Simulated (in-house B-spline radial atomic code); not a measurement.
# PBEsol excitations of K VIII (K7+)

Method: PBEsol. Computed with an all-electron radial atomic-structure program (B-spline basis): linear response of the closed shell [Ne] 3s2 with the functional's adiabatic kernel; non-relativistic, point nucleus, no spin-orbit coupling, no double excitations, S, P, D and F terms only.

Command:
```bash
python run_td.py task.json out
```
Settings (radii: box in bohr, nucleus in fm):
```
Z                        19
electrons                12
configuration            [Ne] 3s2
hamiltonian              nr
method                   pbesol
box_radius               12.81
intervals                50
```

Cost of the run: 0.3 s on 1 thread of Intel(R) Xeon(R) Platinum 8375C CPU @ 2.90GHz (Ice Lake) (shared host).

The lowest states, in the order of their Tamm-Dancoff energies; the method's threshold (minus the highest occupied level) is 145.12 eV. Labels give the largest channel, * marks a mixed state, and oscillator strengths are full-response dipole values. Semilocal kernels can invert the small singlet-triplet splittings of Rydberg terms. Energies in eV:

```tsv
state	full response	Tamm-Dancoff	oscillator strength
3s → 3p 3P	14.851	15.239	-
3s → 3p 1P	23.367	24.177	1.07
3s → 3d 3D	42.17	42.32	-
3s → 3d 1D	45.96	45.97	-
3s → 4s 3S	77.29	77.30	-
3s → 4s 1S	78.95	78.98	-
3s → 4p 3P	84.00	84.01	-
3s → 4p 1P	84.58	84.61	0.245
3s → 4d 3D	93.47	93.48	-
3s → 4d 1D	93.71	93.72	-
3s → 4f 3F	96.56	96.59	-
3s → 4f 1F	97.17	97.18	-
3s → 5s 3S	106.82	106.82	-
3s → 5s 1S	?	?	-
3s → 5p 3P	109.84	109.85	-
3s → 5p 1P	110.00	110.01	0.083
3s → 5d 3D	?	?	-
3s → 5d 1D	114.15	114.15	-
```

Task: Where does 3s → 5d 3D lie?

Result: At 114.10 eV in full response, 114.10 eV in Tamm-Dancoff.

Task: Where does 3s → 5s 1S lie?

Result: At 107.30 eV in full response, 107.32 eV in Tamm-Dancoff.

Task: How large is the singlet-triplet splitting of 3s → 3p (P terms) in Tamm-Dancoff?

Result: 8.94 eV, from the unrounded values.

Task: What polarisabilities and dispersion coefficient does the method give?

Result: Dipole 1.516 bohr³, quadrupole 1.062 bohr⁵, C6 1.599 hartree·bohr⁶ for two such species.
